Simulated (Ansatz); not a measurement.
Program: Ansatz. Geometries: PBE0-D4/def2-TZVP. ΔE: electronic, gas phase. CBS: MP2 limit from def2 TZ/QZ plus the TZ coupled-cluster correction, frozen cores. Functionals use def2-TZVPP. B3LYP here is the variant with VWN-RPA as its local correlation; programs differ in this. One conformer a species, not always the lowest.

Reaction (cleavage of the B–B bond): `CB(Cl)B[SiH3]` + `OCS` → `[SiH3]BOCS` + `CBCl`

`CB(Cl)B[SiH3]`:

Cartesian coordinates in Å:
```
C -0.019 -2.101 0.407
B -0.758 -0.785 0.037
Cl -2.351 -0.456 0.770
B -0.347 0.520 -0.876
Si 0.676 2.075 -0.110
H 0.791 -2.357 -0.277
H -0.705 -2.947 0.498
H 0.427 -1.958 1.401
H -0.679 0.606 -2.024
H 0.765 2.070 1.375
H 2.063 1.942 -0.651
H 0.137 3.391 -0.549
```

`OCS`:

Cartesian coordinates in Å:
```
O -0.306 1.100 0.492
C 0.025 0.036 -0.365
S -0.667 -1.502 0.245
H 0.114 1.898 0.155
H -0.415 0.158 -1.363
H 1.108 -0.074 -0.475
H 0.140 -1.616 1.312
```

`[SiH3]BOCS`:

```xyz
12

Si   -0.575   -2.352   -0.132
B     0.446   -0.609   -0.028
O    -0.184    0.541   -0.337
C     0.472    1.790   -0.252
S     0.131    2.667    1.280
H    -0.564   -3.019    1.202
H    -1.990   -2.183   -0.562
H     0.100   -3.277   -1.088
H     1.609   -0.561    0.292
H     1.557    1.661   -0.280
H     0.151    2.389   -1.104
H    -1.153    2.952    1.008
```

`CBCl`:

Z-matrix (Å, degrees):
```
C
B 1 1.548
H 1 1.097 2 109.5
H 1 1.090 2 114.9 3 123.3
H 1 1.097 2 108.9 3 -114.1
Cl 2 1.750 1 121.7 3 -125.1
H 2 1.194 1 122.7 3 55.2
```

(1) Is it downhill or uphill in electronic energy at CCSD(T)/CBS, and by how much? (An estimate is asked.)

(2) What do these levels give: PBE-D4, PBE0-D4, B2PLYP, r2SCAN, PBE0, B3LYP, HF/def2-TZVPP, SCS-MP2/def2-TZVPP, CCSD/def2-TZVPP, CCSD(T)/def2-TZVPP, MP2/CBS(def2), CCSD/CBS(def2)? (Estimate.)

Largest T1 diagnostic among the species: 0.014.

Results:

(1) The calculation gave: Downhill: ΔE = -36.0 kcal/mol.

(2) The calculation gave: PBE-D4 -33.8, PBE0-D4 -34.0, B2PLYP -37.9, r2SCAN -35.0, PBE0 -34.4, B3LYP -37.2, HF/def2-TZVPP -38.3, SCS-MP2/def2-TZVPP -38.3, CCSD/def2-TZVPP -36.9, CCSD(T)/def2-TZVPP -37.2, MP2/CBS(def2) -36.7, CCSD/CBS(def2) -35.8 kcal/mol.

The D4 term adds +0.7 kcal/mol with B3LYP and +0.4 kcal/mol with PBE0; it sums over pairs of atoms, weighted by their polarisabilities, and B3LYP, whose exchange is more repulsive, gets the larger term.
